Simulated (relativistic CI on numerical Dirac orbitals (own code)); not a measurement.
Ce3+ (4f) in a crystal field

Calculated by Dirac-Coulomb-Breit CI, KLI orbitals optimised for each configuration, model QED, valence Slater integrals scaled by 0.7, one configuration in a parametric crystal field (own radial code).

Field parameters in Wybourne normalisation; cubic f-shell fields have B⁴₄ = √(5/14) B⁴₀ and B⁶₄ = −√(7/2) B⁶₀. The field is a parameter set, without covalency.

S is read from ⟨S²⟩ = S(S + 1).

Powder χT (cm³ K mol⁻¹) by Van Vleck's formula, with temperature-independent terms:

| Field | 2 K | 5 K | 10 K | 20 K | 50 K | 100 K | 200 K | 300 K |
| --- | --- | --- | --- | --- | --- | --- | --- | --- |
| D3d, B20 = 660, B40 = 200, B43 = -1100, B60 = -250, B63 = -280, B66 = 430 cm⁻¹ | 0.38 | 0.385 | 0.394 | 0.412 | 0.465 | 0.547 | 0.662 | 0.724 |
| D3d, B20 = -400, B40 = 250, B43 = -640, B60 = -180, B63 = -670, B66 = -380 cm⁻¹ | 0.282 | 0.309 | 0.355 | 0.439 | 0.57 | 0.652 | 0.73 | 0.767 |
| D4h, B20 = 1810, B40 = 1280, B44 = 560, B60 = 130, B64 = 530 cm⁻¹ | 0.513 | 0.516 | 0.521 | 0.531 | 0.56 | 0.607 | 0.674 | 0.714 |
| D4h, B20 = 1450, B40 = 2190, B44 = 720, B60 = 370, B64 = -960 cm⁻¹ | 0.325 | 0.333 | 0.346 | 0.372 | 0.45 | 0.547 | 0.638 | 0.686 |
| Oh, B40 = 1010, B60 = 410 cm⁻¹ | 0.205 | 0.214 | 0.229 | 0.26 | 0.352 | 0.5 | 0.675 | 0.742 |
| Oh, B40 = -1940, B60 = 220 cm⁻¹ | 0.473 | 0.475 | 0.48 | 0.489 | 0.517 | 0.562 | 0.643 | 0.7 |

Q: For D4h, B20 = 1450, B40 = 2190, B44 = 720, B60 = 370, B64 = -960 cm⁻¹: what effective moment follows at 300 K?

A: μ_eff = √(8χT) = 2.34 μB. The LS value g√(J(J + 1)) of the free ion's 2F°_5/2 level is 2.54 μB.
